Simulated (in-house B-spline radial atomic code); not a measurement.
A calculation on neutral boron (an excited or competing configuration): its settings, and results tabulated from the run. Method: non-relativistic r2SCAN, spin-polarised, spherical fractional occupations, point nucleus. Calculated with a radial B-spline atomic code at the basis-set limit.

In the input, 3d5,1 would mean five up and one down electron.

Command:
```bash
python run_scf.py task.json out
```
Settings:
```
Z                5
configuration    1s2 2s1,0 2p0,1 3d0,1
hamiltonian      nr
method           r2scan
spin_polarised   True
```

Output (hartree, bohr):
```
 radial grid: 62 intervals, B-splines of order 8, outer radius 85 bohr

 iter        energy (Eh)    residual
    1         -24.128473    1.62e-02
    2         -24.130036    9.84e-04
    3         -24.130082    4.47e-04
    4         -24.130105    3.04e-04
    5         -24.130128    1.08e-04
    6         -24.130129    4.66e-05
    7         -24.130129    6.39e-06
    8         -24.130129    1.24e-06
    9         -24.130129    4.11e-07
   10         -24.130129    4.03e-08

 total energy                       -24.13013
 kinetic                              24.0432
 electron-nucleus                    -54.6735
 Hartree                              10.0532
 exchange-correlation                 -3.5530

 orbital      occ     eigenvalue          <r>       <r^2>       <1/r>     <1/r^3>       <r^4>       r_max
 1s up      1.000        -7.1387     0.326702    0.144765     4.67821           -   0.0560365        0.21
 1s down    1.000        -7.1359     0.328608    0.146415     4.65575           -   0.0568207      0.2107
 2s up      1.000        -0.6195      1.78683     3.77162    0.792892           -     25.3115       1.455
 2p down    1.000        -0.3605       1.9169     4.58661    0.685514     1.08811     44.9838       1.428
 3d down    1.000        -0.0250      9.87393     113.305    0.122336  0.00422038     21335.6       8.631
```

Run time, properties included: 0.23 s on 1 thread of Arm Neoverse V1 (shared host).
